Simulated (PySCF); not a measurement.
A run for PySCF: D3(BJ) and D4 dispersion corrections on SiH4 (SMILES [SiH4]).

```python
from pyscf import gto
from pyscf.dispersion import dftd3, dftd4

mol = gto.M(
    atom='''
    Si    0.00000000   -0.00000000   -0.00000000
    H     0.85467615    0.85467615    0.85467615
    H    -0.85467615   -0.85467615    0.85467615
    H    -0.85467615    0.85467615   -0.85467615
    H     0.85467615   -0.85467615   -0.85467615
    ''',
    basis='def2-svp',
    charge=0, spin=0, verbose=0, max_memory=1800)
d3, d4 = {}, {}
for xc in ['hf', 'pbe', 'blyp', 'revpbe', 'tpss', 'r2scan', 'b3lyp', 'pbe0', 'bhlyp', 'camb3lyp', 'b2plyp']:
    d3[xc] = float(dftd3.DFTD3Dispersion(mol, xc=xc, version='d3bj', atm=False).get_dispersion()['energy'])
    print(f'D3(BJ) {xc:10s} {d3[xc]:14.8f} Eh')
for xc in ['hf', 'pbe', 'blyp', 'revpbe', 'tpss', 'r2scan', 'b3lyp', 'pbe0', 'bhlyp', 'camb3lyp', 'b2plyp']:
    d4[xc] = float(dftd4.DFTD4Dispersion(mol, xc={'camb3lyp': 'cam-b3lyp'}.get(xc, xc), atm=True).get_dispersion()['energy'])
    print(f'D4     {xc:10s} {d4[xc]:14.8f} Eh')
```

Program output:

```
D3(BJ) hf            -0.01883859 Eh
D3(BJ) pbe           -0.00179448 Eh
D3(BJ) blyp          -0.00389235 Eh
D3(BJ) revpbe        -0.00478803 Eh
D3(BJ) tpss          -0.00222049 Eh
D3(BJ) r2scan        -0.00044161 Eh
D3(BJ) b3lyp         -0.00316737 Eh
D3(BJ) pbe0          -0.00149482 Eh
D3(BJ) bhlyp         -0.00248263 Eh
D3(BJ) camb3lyp      -0.00129278 Eh
D3(BJ) b2plyp        -0.00143398 Eh
D4     hf            -0.00650830 Eh
D4     pbe           -0.00155591 Eh
D4     blyp          -0.00361753 Eh
D4     revpbe        -0.00568018 Eh
D4     tpss          -0.00211353 Eh
D4     r2scan        -0.00035151 Eh
D4     b3lyp         -0.00252341 Eh
D4     pbe0          -0.00127061 Eh
D4     bhlyp         -0.00174820 Eh
D4     camb3lyp      -0.00125538 Eh
D4     b2plyp        -0.00106621 Eh
```

The run finished.

Cost: very roughly 0.04 core-seconds.
